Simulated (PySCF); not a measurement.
CH4Sn, neutral, multiplicity 1. Atoms are numbered in the order given.

```xyz
6

Sn     0.0365     0.3463     0.0000
H     -1.7416     0.4230     0.0000
C      0.0019    -1.8441     0.0000
H     -0.5479    -2.1968     0.8782
H     -0.5479    -2.1968    -0.8782
H      1.0003    -2.2811     0.0000
```
Charge 0, spin multiplicity 1.

Coordinates come from a r2SCAN-D4/def2-TZVP optimisation. The def2 effective core potentials stand for the cores of Sn; spin–orbit coupling is left out.

Vertical ionisation energy (IE) and electron affinity (EA) in eV. Rows of orbital energies are one-electron estimates. Where ΔSCF, EOM or ADC give a negative EA the extra electron is unbound and the value depends on the basis.

```
level                                           IE    EA
--------------------------------------------  ----  ----
−ε(HOMO), −ε(LUMO), PBE/def2-TZVPD (PySCF)     ___   ___
−ε(HOMO), −ε(LUMO), B3LYP/def2-TZVPD (PySCF)  6.10  2.90
```

Task: What belongs in the gaps? (The exact figures need the calculation; the answer reports its results.)

Result: 
- −ε(HOMO), −ε(LUMO), PBE/def2-TZVPD (PySCF), IE: 5.29
- −ε(HOMO), −ε(LUMO), PBE/def2-TZVPD (PySCF), EA: 3.39
